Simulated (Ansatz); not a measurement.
Calculated with Ansatz (gas phase, PBE0-D4/def2-TZVP geometries, no zero-point term in ΔE). CBS: MP2 limit from def2 TZ/QZ plus the TZ coupled-cluster correction, frozen cores. This one scheme is used for every species, atoms too. Open shells (•) are unrestricted, without spin–orbit coupling. Spin–orbit coupling would lower the free atoms: a little for C, Cl, Si. One conformer a species, not always the lowest.

Reaction (atomization): `ClC[SiH2]Cl` → C• + 2 Cl• + 4 H• + Si•

`ClC[SiH2]Cl`:

```xyz
8

Cl   -2.218   -0.380    0.093
C    -0.650    0.236    0.690
Si    0.621   -0.202   -0.615
Cl    2.459    0.481    0.010
H    -0.444   -0.237    1.650
H    -0.743    1.311    0.838
H     0.694   -1.670   -0.774
H     0.282    0.463   -1.891
```

```
      species  CCSD(T)/CBS(def2) energy (Eh)
`ClC[SiH2]Cl`                    -1249.14529
           C•                      -37.79194
          Cl•                     -459.70966
           H•                       -0.50000
          Si•                     -288.94402
```

Question: Work out ΔE.

Answer: ΔE = 4 × (-0.50000) + 2 × (-459.70966) + (-37.79194) + (-288.94402) − (-1249.14529) = 0.99001 Eh = +2599.3 kJ/mol.

Largest T1 diagnostic among the species: 0.012.

From PBE to PBE0 (25 % exact exchange), in def2-TZVPP and without D4, ΔE moves by −19.7 kJ/mol: exact exchange takes away binding that semilocal exchange gives to molecules. The D4 term adds +31.0 kJ/mol with B3LYP and +16.1 kJ/mol with PBE0; it sums over pairs of atoms, weighted by their polarisabilities, and B3LYP, whose exchange is more repulsive, gets the larger term.

B3LYP here is the variant with VWN-RPA as its local correlation; programs differ in this.

For atomizations the MP2-based limit and the directly extrapolated one differ by several kJ/mol either way, and by 10 to 25 for some Ge, Se and Sn compounds, so smaller differences from it don't rank the levels.
